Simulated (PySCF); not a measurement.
**Potential energy of BeSi along the bond**

Set-up: basis Be def2-TZVP, Si def2-TZVP; no relativity; PySCF 2.14. Energies in eV from Be + Si in their ground configurations at the same level. State: ³Σ⁻ (triplet), unpaired electrons π ↑↑.

```json
{"R (Å)": "1.827", "MN15": "-0.980", "PBE0": "-1.105", "TPSS": "-1.171"}
{"R (Å)": "1.913", "MN15": "-1.265", "PBE0": "-1.398", "TPSS": "-1.477"}
{"R (Å)": "1.998", "MN15": "-1.418", "PBE0": "-1.566", "TPSS": "-1.643"}
{"R (Å)": "2.061", "MN15": "-1.469", "PBE0": "-1.626", "TPSS": "-1.698"}
{"R (Å)": "2.125", "MN15": "-1.481", "PBE0": "-1.642", "TPSS": "-1.709"}
{"R (Å)": "2.189", "MN15": "-1.463", "PBE0": "-1.625", "TPSS": "-1.685"}
{"R (Å)": "2.274", "MN15": "-1.405", "PBE0": "-1.564", "TPSS": "-1.626"}
{"R (Å)": "2.380", "MN15": "-1.300", "PBE0": "-1.447", "TPSS": "-1.508"}
{"R (Å)": "2.507", "MN15": "-1.152", "PBE0": "-1.275", "TPSS": "-1.336"}
{"R (Å)": "2.678", "MN15": "-0.952", "PBE0": "-1.033", "TPSS": "-1.093"}
```

**Question.** Put a parabola through the three lowest points of the MN15 curve and estimate Re, k and ωe (reduced mass 6.816 u; 1 eV/Å² = 0.16022 mdyn/Å; ωe = 1302.8·√(k/μ) cm⁻¹).

**Answer.** Through R = 2.061, 2.125, 2.189 Å the second-order coefficient is 3.66 eV/Å², so Re ≈ 2.119 Å, k ≈ 1.17 mdyn/Å and ωe ≈ 541 cm⁻¹. A polynomial fit of higher order to the unrounded MN15 energies gives Re = 2.115 Å, k = 1.23 mdyn/Å, ωe = 554 cm⁻¹; anharmonicity and rounding make the difference.

The higher-order fit for each curve: MN15: Re = 2.115 Å, ωe = 554 cm⁻¹, De = 1.48 eV; PBE0: Re = 2.121 Å, ωe = 577 cm⁻¹, De = 1.64 eV. TPSS gave no clean fit.

⟨S²⟩ of the unrestricted solution departs from its pure value on part of the curve, where spin states mix. The state was picked by a PBE0 search and need not be the measured ground state.
